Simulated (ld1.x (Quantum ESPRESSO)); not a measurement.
## boron: PAW pseudisation with PBE, non-relativistic reference atom.

```
Element                 : B (Z = 5)
Generator               : ld1.x (Quantum ESPRESSO) 7.5
Type                    : PAW
Functional              : PBE
Relativity              : non-relativistic
Frozen core             : [He]
Valence charge          : 3
Reference configuration : 2s1.75 2p1.25
Partial waves           : 2s (bound): rcut 1.30, rcutus 1.65 bohr; 2s channel at -0.35 Ry: rcut 1.30, rcutus 1.65 bohr; 2p (bound): rcut 3.55, rcutus 3.85 bohr; 2p channel at 0.45 Ry: rcut 3.55, rcutus 3.85 bohr
Local potential         : all-electron potential smoothed inside 1.85 bohr (lloc = -2)
Core correction         : Bessel-smoothed model core inside 0.75 bohr
Augmentation charge     : BESSEL, radius 1.35 bohr
```

Poles of the logarithmic derivatives, all-electron (AE) and pseudo (PS). s: poles at -0.7, 1.4, 4.7 (AE) and -0.7, 1.4, 4.7 (PS) Ry. p: poles at -0.2, 1.6, 4.5 (AE) and -0.2, 1.1 (PS) Ry. Test radius 4.20 bohr.

* Cutoffs needed: 6 Ry and 6 Ry (the cutoffs (Ry, on a coarse ladder) from which the occupation-weighted sum of valence levels, in a spherical-Bessel basis at the reference potential, stays within 10 and 1 mRy of its value at 400 Ry)
* Ghost test: no extra level below or beside the all-electron valence levels (s, p, d, f tested) (spherical-Bessel basis up to 400 Ry, 20 bohr box)
* Largest excitation error: +127 meV (all-electron minus pseudo) for 2s2 2p0, out of 7 test configurations
* Lowest eigenvalue of the overlap operator: 0.08 (p channel)
